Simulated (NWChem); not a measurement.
selenium dioxide (SeO2); SMILES O=[Se]=O

Results from NWChem. Coordinates come from a PBE-D3(BJ)/def2-SVP optimisation. Level PBE0/def2-SVPD: energy and gradient; each run changes one setting, and changes count from the defaults (medium grid, exact Coulomb integrals, symmetry on).

Task: Which setting moves the energy most, and by about how much (symmetry off; extra-fine grid; coarse grid; defaults; Becke weights; tight SCF thresholds and tolerances)?

Result: coarse grid, by about 80 μHa.
| setting | size of the energy change (μHa) | largest change of a gradient component (μHa/bohr) |
|---|---|---|
| defaults | < 10 | < 30 |
| tight SCF thresholds and tolerances | < 10 | < 30 |
| Becke weights | < 10 | < 30 |
| extra-fine grid | < 10 | < 30 |
| coarse grid | 80 | 600 |
| symmetry off | < 10 | other frame |
